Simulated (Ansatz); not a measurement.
Input:

```yaml
crystal:
  periodic: [false, false, false]
  atoms:
    - { symbol: Ge, position_ang: [0.168961, 0.103955, 0.147029] }
    - { symbol: Cl, position_ang: [0.602366, -0.095128, 2.353806] }
    - { symbol: O, position_ang: [1.627821, -0.349579, -0.734634] }
    - { symbol: H, position_ang: [1.732194, -1.320507, -0.746282] }
    - { symbol: O, position_ang: [-0.017801, 1.819197, -0.220018] }
    - { symbol: H, position_ang: [-0.902651, 2.131113, 0.051178] }
    - { symbol: O, position_ang: [-1.246534, -0.894763, -0.168456] }
    - { symbol: H, position_ang: [-1.54742, -1.307465, 0.686843] }
    - { symbol: Cl, position_ang: [-1.509537, -1.735322, 2.807436] }
magnetization:
  spin_polarized: true
  initial_magnetization: 1
basis:
  gaussian: { orbitals: def2-SVP }
hamiltonian:
  xc: pbe
md:
  timestep: 0.5
  n_steps: 200
  ensemble: nve
  temperature: 100.0
  initial_velocities: maxwell_boltzmann
  seed: 8967
```

Launched with:

```bash
$ ansatz run input.yaml --threads 4 --pin off --max-ram 5120MiB --backend cpu --events-out ev --progress --plain --runs-dir out
```

Hardware: 4 threads of Arm Neoverse V2, with other jobs on the host.

**Question.** Roughly how long does this run take, and how much memory?

**Answer.** 8.8 min, with a peak of 0.25 GiB, for 201 ionic steps.
